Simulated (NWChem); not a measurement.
Molecule: TiNH$_{2}$OCl; SMILES [NH]=[Ti]([OH])[Cl]

```xyz
6

Ti    -0.0559     0.3829    -0.0943
N     -1.5479     1.0586     0.0956
H     -2.4945     1.3971     0.2651
Cl     0.1662    -1.8563     0.0309
O      1.2914     1.5504     0.0886
H      1.3106     2.4925     0.2808
```
Atoms are numbered in this order, from 1.

Program: NWChem. Pople sets run with spherical d functions. The geometry was optimised at PBE0/def2-SVP. Vzz is the largest principal value of the second derivative of the potential at the nucleus (NWChem prints the opposite sign); η is the asymmetry. Non-relativistic.

```json
[
 {"level": "CAM-B3LYP/def2-SVP", "Vzz Ti1 (a.u.)": "1.678", "η Ti1": "0.16", "Vzz N2 (a.u.)": "-0.327", "η N2": "0.08", "Vzz Cl4 (a.u.)": "-0.556", "η Cl4": "0.69", "Vzz O5 (a.u.)": "1.169", "η O5": "0.27"},
 {"level": "CAM-B3LYP/6-31G*", "Vzz Ti1 (a.u.)": "1.713", "η Ti1": "0.21", "Vzz N2 (a.u.)": "-0.289", "η N2": "0.09", "Vzz Cl4 (a.u.)": "-0.498", "η Cl4": "0.40", "Vzz O5 (a.u.)": "1.115", "η O5": "0.26"},
 {"level": "PBE/6-31G*", "Vzz Ti1 (a.u.)": "(withheld)", "η Ti1": "0.14", "Vzz N2 (a.u.)": "-0.275", "η N2": "(withheld)", "Vzz Cl4 (a.u.)": "(withheld)", "η Cl4": "0.29", "Vzz O5 (a.u.)": "(withheld)", "η O5": "0.28"},
 {"level": "PBE/cc-pVTZ", "Vzz Ti1 (a.u.)": "1.882", "η Ti1": "0.11", "Vzz N2 (a.u.)": "-0.275", "η N2": "0.07", "Vzz Cl4 (a.u.)": "-0.564", "η Cl4": "0.32", "Vzz O5 (a.u.)": "1.051", "η O5": "0.34"}
]
```

### Question
Fill in the missing entries.

### Answer

- PBE/6-31G*, Vzz Ti1 (a.u.): 1.642
- PBE/6-31G*, η N2: 0.47
- PBE/6-31G*, Vzz Cl4 (a.u.): -0.535
- PBE/6-31G*, Vzz O5 (a.u.): 1.076
